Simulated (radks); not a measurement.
H, configuration 2s1 (not the ground configuration). Calculated with a radial shooting solver on a logarithmic mesh with Libxc functionals: non-relativistic Kohn-Sham, PBE, spin-polarised, spherical densities, point nucleus; open shells are filled with parallel spins first.

Unscreened Slater integrals over Kohn-Sham orbitals (eV). They are taken over the spin-up orbitals. Empty in this configuration: 1s.

\begin{tabular}{lr}
integral & value \\ \hline
F0(2s,2s) & 4.3675 \\
F0(2s,1s) & 6.0242 \\
G0(2s,1s) & 0.60030 \\
F0(1s,1s) & 19.209 \\
\end{tabular}
